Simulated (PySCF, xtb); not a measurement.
**A geometry optimisation of F2H3Si2+ with r2SCAN-D4/def2-SVP**

The starting geometry of this gas-phase singlet has its atoms placed at random.

```
atom    x (Å)    y (Å)    z (Å)
   F  -0.6653   0.5920   1.8805
   F  -0.9022   1.5130  -0.9994
  Si  -2.2547  -0.2798  -0.3333
  Si   0.2573  -0.2652  -0.0394
   H  -0.6482  -1.6344  -0.5700
   H  -0.4608   1.4310  -1.7300
   H   1.8220  -0.4400   0.7757
```

Q: Guess where an optimisation with r2SCAN-D4/def2-SVP ends from this start.

A: It ends as a structure with F1 bridging Si4 and Si3, given below by its coordinates. Distances that change by over a tenth: F2–H6 (0.86 → 0.94 Å), Si4–H5 (1.73 → 1.48 Å), Si4–H7 (1.77 → 1.48 Å). Contacts that close: F1–Si3 (2.86 → 1.88 Å), F1–Si4 (2.30 → 1.85 Å).

The energy falls by 6.44 eV over 36 steps:

| step | E − E(last) (eV) |
| --- | --- |
| 1 | 6.443 |
| 5 | 2.513 |
| 9 | 0.693 |
| 13 | 0.219 |
| 17 | 0.066 |
| 20 | 0.012 |
| 24 | 0.001 |
| 28 | 0.000 |
| 32 | 0.000 |
| 36 | 0.000 |

Final geometry (Å):

```yaml
atoms:
  - { symbol: F, position_ang: [-1.0745, -0.0892, 0.6207] }
  - { symbol: F, position_ang: [-0.5420, 1.5443, -1.4331] }
  - { symbol: Si, position_ang: [-1.6996, -0.2083, -1.1496] }
  - { symbol: Si, position_ang: [0.2274, -1.1341, -0.1689] }
  - { symbol: H, position_ang: [0.1485, -2.4112, 0.5790] }
  - { symbol: H, position_ang: [-0.9316, 2.3914, -1.5794] }
  - { symbol: H, position_ang: [1.4679, -0.3467, 0.0274] }
```

From the same start GFN2-xTB ends elsewhere, in pieces: FH2Si2 + FH.

From so rough a start the end depends on the optimiser's path, so another program may land elsewhere. The end wasn't checked by frequencies. Run with PySCF 2.14.0, 4.7 min on 2 threads of Arm Neoverse V1 (shared host).
